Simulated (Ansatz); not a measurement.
Harmonic vibrations of CHBrClFO, SMILES `OC(F)(Cl)Br` by finite differences.

```yaml
crystal:
  periodic: [false, false, false]
  atoms:
    - {symbol: O, position_ang: [-0.697155, -0.644229, -0.643789]}
    - {symbol: C, position_ang: [0.231457, 0.055010, 0.028473]}
    - {symbol: F, position_ang: [0.836158, -0.705183, 0.960808]}
    - {symbol: Cl, position_ang: [-0.471468, 1.451123, 0.890932]}
    - {symbol: Br, position_ang: [1.565215, 0.638049, -1.241805]}
    - {symbol: H, position_ang: [-1.422208, -0.858669, -0.040819]}
basis:
  gaussian: {orbitals: def2-TZVP}
hamiltonian: {xc: pbe0, dispersion: d4}
phonons: {temperatures: {t_min: 298.15, t_max: 900, t_step: 200}}
```

```sh
$ ansatz run in.yaml --threads 4 --pin off --events-out ev --progress --plain --max-ram 10444MiB
```

Output, abridged:

```
Functional definition: PBE0
mean field -88370.73023306 eV, -3247.5644362327 hartree, gradient 4.5e-5 eV, S^2 0.000000; 0 other end points of the search recorded, 0 dependent functions left out
mean field -88370.73005571 eV, -3247.5644297151 hartree, gradient 2.3e-6 eV, S^2 0.000000; 0 other end points of the search recorded, 0 dependent functions left out
mean field -88370.73009301 eV, -3247.5644310859 hartree, gradient 2.3e-6 eV, S^2 0.000000; 0 other end points of the search recorded, 0 dependent functions left out
mean field -88370.73016658 eV, -3247.5644337894 hartree, gradient 2.3e-6 eV, S^2 0.000000; 0 other end points of the search recorded, 0 dependent functions left out
mean field -88370.73018478 eV, -3247.5644344584 hartree, gradient 2.3e-6 eV, S^2 0.000000; 0 other end points of the search recorded, 0 dependent functions left out
mean field -88370.73011321 eV, -3247.5644318281 hartree, gradient 2.3e-6 eV, S^2 0.000000; 0 other end points of the search recorded, 0 dependent functions left out
mean field -88370.73010745 eV, -3247.5644316165 hartree, gradient 2.3e-6 eV, S^2 0.000000; 0 other end points of the search recorded, 0 dependent functions left out
mean field -88370.73011046 eV, -3247.5644317272 hartree, gradient 2.3e-6 eV, S^2 0.000000; 0 other end points of the search recorded, 0 dependent functions left out
mean field -88370.73009954 eV, -3247.5644313258 hartree, gradient 2.3e-6 eV, S^2 0.000000; 0 other end points of the search recorded, 0 dependent functions left out
mean field -88370.73011735 eV, -3247.5644319804 hartree, gradient 2.3e-6 eV, S^2 0.000000; 0 other end points of the search recorded, 0 dependent functions left out
mean field -88370.73012120 eV, -3247.5644321219 hartree, gradient 2.3e-6 eV, S^2 0.000000; 0 other end points of the search recorded, 0 dependent functions left out
mean field -88370.73011885 eV, -3247.5644320353 hartree, gradient 2.3e-6 eV, S^2 0.000000; 0 other end points of the search recorded, 0 dependent functions left out
mean field -88370.73011890 eV, -3247.5644320372 hartree, gradient 2.3e-6 eV, S^2 0.000000; 0 other end points of the search recorded, 0 dependent functions left out
mean field -88370.73019186 eV, -3247.5644347184 hartree, gradient 2.3e-6 eV, S^2 0.000000; 0 other end points of the search recorded, 0 dependent functions left out
mean field -88370.73019496 eV, -3247.5644348325 hartree, gradient 2.3e-6 eV, S^2 0.000000; 0 other end points of the search recorded, 0 dependent functions left out
mean field -88370.73017868 eV, -3247.5644342342 hartree, gradient 2.3e-6 eV, S^2 0.000000; 0 other end points of the search recorded, 0 dependent functions left out
mean field -88370.73018771 eV, -3247.5644345662 hartree, gradient 2.3e-6 eV, S^2 0.000000; 0 other end points of the search recorded, 0 dependent functions left out
mean field -88370.73017955 eV, -3247.5644342662 hartree, gradient 2.3e-6 eV, S^2 0.000000; 0 other end points of the search recorded, 0 dependent functions left out
mean field -88370.73015940 eV, -3247.5644335258 hartree, gradient 2.3e-6 eV, S^2 0.000000; 0 other end points of the search recorded, 0 dependent functions left out
mean field -88370.73020289 eV, -3247.5644351238 hartree, gradient 2.3e-6 eV, S^2 0.000000; 0 other end points of the search recorded, 0 dependent functions left out
mean field -88370.73022760 eV, -3247.5644360321 hartree, gradient 2.3e-6 eV, S^2 0.000000; 0 other end points of the search recorded, 0 dependent functions left out
mean field -88370.73019923 eV, -3247.5644349894 hartree, gradient 2.3e-6 eV, S^2 0.000000; 0 other end points of the search recorded, 0 dependent functions left out
mean field -88370.73018297 eV, -3247.5644343917 hartree, gradient 2.3e-6 eV, S^2 0.000000; 0 other end points of the search recorded, 0 dependent functions left out
mean field -88370.73022561 eV, -3247.5644359587 hartree, gradient 2.3e-6 eV, S^2 0.000000; 0 other end points of the search recorded, 0 dependent functions left out
mean field -88370.73019771 eV, -3247.5644349335 hartree, gradient 2.3e-6 eV, S^2 0.000000; 0 other end points of the search recorded, 0 dependent functions left out
mean field -88370.73023075 eV, -3247.5644361476 hartree, gradient 2.3e-6 eV, S^2 0.000000; 0 other end points of the search recorded, 0 dependent functions left out
mean field -88370.73017305 eV, -3247.5644340273 hartree, gradient 2.3e-6 eV, S^2 0.000000; 0 other end points of the search recorded, 0 dependent functions left out
mean field -88370.73022907 eV, -3247.5644360859 hartree, gradient 2.3e-6 eV, S^2 0.000000; 0 other end points of the search recorded, 0 dependent functions left out
mean field -88370.73021072 eV, -3247.5644354118 hartree, gradient 2.3e-6 eV, S^2 0.000000; 0 other end points of the search recorded, 0 dependent functions left out
mean field -88370.73017961 eV, -3247.5644342682 hartree, gradient 2.3e-6 eV, S^2 0.000000; 0 other end points of the search recorded, 0 dependent functions left out
mean field -88370.73022916 eV, -3247.5644360894 hartree, gradient 2.3e-6 eV, S^2 0.000000; 0 other end points of the search recorded, 0 dependent functions left out
mean field -88370.73013620 eV, -3247.5644326730 hartree, gradient 2.3e-6 eV, S^2 0.000000; 0 other end points of the search recorded, 0 dependent functions left out
mean field -88370.73013970 eV, -3247.5644328016 hartree, gradient 2.3e-6 eV, S^2 0.000000; 0 other end points of the search recorded, 0 dependent functions left out
mean field -88370.73021823 eV, -3247.5644356875 hartree, gradient 2.3e-6 eV, S^2 0.000000; 0 other end points of the search recorded, 0 dependent functions left out
mean field -88370.73022175 eV, -3247.5644358170 hartree, gradient 2.3e-6 eV, S^2 0.000000; 0 other end points of the search recorded, 0 dependent functions left out
mean field -88370.73016534 eV, -3247.5644337439 hartree, gradient 2.3e-6 eV, S^2 0.000000; 0 other end points of the search recorded, 0 dependent functions left out
mean field -88370.73016948 eV, -3247.5644338962 hartree, gradient 2.3e-6 eV, S^2 0.000000; 0 other end points of the search recorded, 0 dependent functions left out
Total energy: -88370.86641864 eV, -3247.5694409605 hartree
Atom 0 at    -0.697155    -0.644229    -0.643789 Å, force    -0.004887    -0.000238     0.002181 eV/Å
Atom 1 at     0.231457     0.055010     0.028473 Å, force     0.001544    -0.001659     0.000204 eV/Å
Atom 2 at     0.836158    -0.705183     0.960808 Å, force    -0.001050     0.000960     0.001415 eV/Å
Atom 3 at    -0.471468     1.451123     0.890932 Å, force     0.000035    -0.002045    -0.000785 eV/Å
Atom 4 at     1.565215     0.638049    -1.241805 Å, force     0.002124     0.002060    -0.001635 eV/Å
Atom 5 at    -1.422208    -0.858669    -0.040819 Å, force     0.002234     0.000923    -0.001380 eV/Å
Dipole moment:    -0.314284    -0.106575     0.087157 e Å
Vibrations: 203.96 254.50 316.91 346.06 416.06 450.22 653.22 784.79 1052.98 1203.75 1331.11 3786.38 cm⁻¹, zero-point energy 0.669512 eV
```

Run time 87 s (4 threads of an Arm Neoverse V1 on a shared host); peak host memory 0.5 GiB.
